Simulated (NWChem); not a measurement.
C2H6F2Si; SMILES FC[SiH2]CF

```xyz
11

F      1.8476     0.3617    -0.9448
C      1.3709    -0.6748    -0.1619
Si     0.0000     0.0000     0.9644
C     -1.3709     0.6748    -0.1619
F     -1.8476    -0.3617    -0.9448
H      0.9670    -1.4645    -0.8201
H      2.2077    -1.1132     0.4097
H     -0.5294    -1.1059     1.8183
H      0.5294     1.1059     1.8183
H     -2.2077     1.1132     0.4097
H     -0.9670     1.4645    -0.8201
```
Atoms are numbered in this order, from 1.

Level: PBE0/def2-SVP (NWChem), optimised geometry, unscaled harmonic frequencies. 

```
frequency (cm⁻¹)  IR intensity (km/mol)
----------------  ---------------------
62                                  1.9
107                                 9.3
138                                 2.6
246                                 7.5
315                                 6.6
504                                24.1
609                                 3.7
642                                15.3
724                                 9.3
772                                24.5
845                                 3.2
899                               164.8
932                                79.9
1088                               84.9
1089                               51.7
1244                                7.9
1249                                4.4
1303                                1.0
1313                                1.5
1452                                3.4
1456                               10.9
2235                               77.7
2242                              115.4
3054                                0.3
3055                               28.7
3119                               13.0
3119                                8.6
```

The zero-point energy is 48.3 kcal/mol. The thermal correction to the enthalpy at 298.15 K (with zero-point energy) comes out as 53.2 kcal/mol. The heat capacity Cv is 22.8 cal/(mol K) and the entropy at 298.15 K and 1 atm (symmetry number 2) is 81.5 cal/(mol K). The dipole moment is 1.47 D.

Rigid rotor and harmonic oscillator; modes under 100 cm⁻¹ make the entropy uncertain.
